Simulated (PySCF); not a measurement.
## Rh: interval between two levels

Rh [Kr] 4d8 5s1 [4F9/2, M_J = 9/2] → Rh [Kr] 4d7 5s1 6s1 [6F11/2, M_J = 11/2], as a difference of total energies. Computed with PySCF 2.14 in x2c-SVPall-2c with one added diffuse shell each of s, p, d type (7s9p7d1f, 76 functions), with the two-component X2C-1e Hamiltonian. Correlated levels: [Ar] 3d10 frozen; the 6 highest virtual spinors dropped. "Screened" scales the spin-orbit matrix elements by Boettger's factors to mimic the two-electron term; Breit and QED terms are absent.

```tsv
method	interval between two levels (cm⁻¹)
GHF (spin-free)	43352
GMP2 (spin-free)	53093
GHF (screened spin-orbit)	43023
GMP2 (screened spin-orbit)	52746
```

The labels give the starting determinants; with spin-orbit coupling the two ends relaxed to ⟨J²⟩ = 24.76, ⟨L²⟩ = 12.05, ⟨S²⟩ = 3.75 and ⟨J²⟩ = 35.76, ⟨L²⟩ = 12.12, ⟨S²⟩ = 8.70.

The promoted electron is Rydberg-like, and one or two diffuse shells describe it only roughly, which tends to raise the upper state.
